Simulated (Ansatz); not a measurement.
`N[SiH](Cl)BF` + H₂O → `N[SiH](O)Cl` + `BF`  (formal hydrolysis of the Si–B bond)

Program: Ansatz. Geometries: PBE0-D4/def2-TZVP. ΔE: electronic, gas phase. CCSD(T)/CBS is the MP2 limit (def2-TZVPP, def2-QZVPP) plus CCSD(T) − MP2 in def2-TZVPP, frozen cores. This one scheme is used for every species. DFT in def2-TZVPP. One conformer a species, not always the lowest.

Problem. Is it downhill or uphill in electronic energy at CCSD(T)/CBS, and by how much? (An estimate is asked.)

Solution. The calculation gave: Downhill: ΔE = -33.0 kcal/mol.

Problem. What do these levels give: r2SCAN-D4, ωB97M-V, B2PLYP, BLYP, CCSD(T)/def2-TZVPP, HF/CBS(def2)? (Best estimate.)

Solution. Ansatz gave: r2SCAN-D4 -33.0, ωB97M-V -34.2, B2PLYP -34.5, BLYP -31.8, CCSD(T)/def2-TZVPP -33.5, HF/CBS(def2) -38.6 kcal/mol.

Problem. What do rigid-rotor, harmonic-oscillator terms from PBE0-D4/def2-TZVP frequencies (298.15 K, 1 bar) make of the CCSD(T)/CBS value? (Estimate.)

Solution. Computed: ΔZPE = 0.0 kcal/mol, ΔH = -33.8 kcal/mol, ΔS = -4 J/(mol·K), ΔG = -33.5 kcal/mol.

Largest T1 diagnostic among the species: 0.013.

From BLYP to BHLYP (50 % exact exchange), in def2-TZVPP and without D4, ΔE moves by −4.1 kcal/mol. In def2-TZVPP, CCSD(T) changes the Hartree–Fock value by +4.8 kcal/mol (the triples alone add +0.6 kcal/mol) and MP2 by +3.0 kcal/mol. At CCSD(T), def2-SVP lies +1.2 kcal/mol from the extrapolated value and def2-TZVPP −0.5 kcal/mol.
